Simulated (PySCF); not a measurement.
## Peak assignment

Mapped SMILES: `[CH3:1][O:2][c:3]1[cH:4][cH:5][n:6]([SiH3:7])[cH:8]1`. Hydrogens are named by the atom that carries them.

All values are calculated (PySCF 2.14): GFN2-xTB structure, PBE0/pcSseg-1 with gauge-including orbitals. Relativity neglected, equivalent nuclei averaged, one computed conformer, no solvent model.

References, each an isolated molecule treated in the same way: TMS for 13C (σref 186.93) and 1H (σref 31.72).

(1) Assign these signals to the numbered atoms. 13C{1H} NMR (computed): δ 159.2, 126.8, 111.3, 106.0, 57.8.

(2) Assign these signals to the numbered atoms. 1H NMR (600 MHz, computed): δ 6.56 (m, 1H), 6.38 (m, 1H), 5.85 (m, 1H), 5.06 (s, 3H), 3.80 (s, 3H).

Answers

(1) 
| δ (ppm) | atoms | environment | reason |
| --- | --- | --- | --- |
| 159.2 | C3 | aromatic carbon bearing oxygen | an ipso carbon deshielded by its heteroatom |
| 126.8 | C5 | aromatic CH next to a ring nitrogen | – |
| 111.3 | C4 | aromatic CH | resonance donation from the substituent shields this position |
| 106.0 | C8 | aromatic CH next to a ring nitrogen | π donation from the O or N substituent raises the electron density at positions ortho and para to it |
| 57.8 | C1 | methyl carbon bonded to O | pulled downfield by the heteroatom |

(2) 
```tsv
δ (ppm)	atoms	environment	reason
6.56	H(C5)	hydrogen on an aromatic CH next to a ring nitrogen	ring-current deshielding
6.38	H(C4)	hydrogen on an aromatic CH	ortho or para to a lone-pair donor, hence upfield of benzene
5.85	H(C8)	hydrogen on an aromatic CH next to a ring nitrogen	ortho or para to a lone-pair donor, hence upfield of benzene
5.06	H(Si7)	hydrogen on a silicon bonded to N	–
3.80	H(C1)	hydrogen on a methyl carbon bonded to O	its carbon carries O, an electronegative neighbour
```

Shifts are as computed. Against solution values, carbons near 30 ppm lie about +3 ppm off and those near 130 ppm about +5 ppm. Of 1211 compounds with measured shifts, 218 miss one by over three times the rms of a fit or turn the order of signals round; such compounds aren't used in these exercises. No couplings were computed; multiplicities are counted from neighbouring protons, with m where these are inequivalent, close in shift, in a saturated or five-membered ring or joined by F or P, and br s for small geminal =CH2 splittings.
